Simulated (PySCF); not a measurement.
Input of a run (PBE0-D3(BJ)/def2-SVP geometry optimisation, gas phase (PySCF 2.14.0)), started from GFN2-xTB:
```
{"job": {"xc": "PBE0", "basis": "def2-SVP", "d3": "d3bj", "grid": 1, "kind": "geom"}, "charge": -1, "multiplicity": 1}
O      2.309404    -0.772849    -0.147756
C      1.594463     0.198877    -0.174728
O      1.634417     1.323422    -0.617231
C      0.086570    -0.094190     0.608568
F      0.038291    -1.313495     1.230976
F     -0.175817     0.822243     1.596292
C     -1.065520    -0.043026    -0.385634
F     -2.262625    -0.426795     0.132604
F     -0.860182    -0.859333    -1.429844
F     -1.272349     1.179120    -0.880836
```

Output (energies in Eh, forces in Eh/bohr):
```
step   0  E = -762.72181089  max force = 0.042406
step   1  E = -762.72361788  max force = 0.053258
step   2  E = -762.72618867  max force = 0.020260
step   3  E = -762.72683792  max force = 0.015146
step   4  E = -762.72889385  max force = 0.008553
step   5  E = -762.72923882  max force = 0.005619
step   6  E = -762.72935347  max force = 0.001178
step   7  E = -762.72939841  max force = 0.000742
step   8  E = -762.72949492  max force = 0.001828
step   9  E = -762.72953360  max force = 0.001497
step  10  E = -762.72955752  max force = 0.000394
step  11  E = -762.72957906  max force = 0.000725
step  12  E = -762.72960048  max force = 0.001145
step  13  E = -762.72961981  max force = 0.001122
step  14  E = -762.72962039  max force = 0.001415
step  15  E = -762.72962887  max force = 0.000559
step  16  E = -762.72963036  max force = 0.000178
optimisation converged
```

**Question.** Summarise the run.

**Answer.** The energy falls by 20.5 kJ/mol over 17 energy and gradient evaluations, the largest force component goes from 0.0424 to 1.8e-04 Eh/bohr, and the atoms move by 0.223 Å rms after alignment. The bond that changes most is C2–C4 (carboxylate carbon to CF2 carbon), which shortens by 0.149 Å. Bonds longer at the end by more than 0.005 Å: 3 of 9; shorter: 6. Among the angles that change most is O1–C2–O3, from 137.5° to 133.2°. Among the dihedrals that turn most is O1–C2–C4–C7, from -114° to -142°. The energy never rose by more than 1e-6 Eh on the way. The first step brought 23 % of the lowering.

**Question.** What are the final bond lengths?

**Answer.** O1=C2 1.233 Å, C2–O3 1.240 Å, C2–C4 1.575 Å, C4–F5 1.355 Å, C4–F6 1.366 Å, C4–C7 1.535 Å, C7–F8 1.350 Å, C7–F9 1.333 Å, C7–F10 1.325 Å. Numbering counts from 1 in the input's order; the species is `O=C([O-])C(F)(F)C(F)(F)F`.

The run used 140 basis functions and 122 SCF cycles in all.

PBE0-D3(BJ)/def2-SVP frequencies: not computed here. The geometry's basis has no diffuse functions, a weakness for an anion.

One conformer stands for the species.
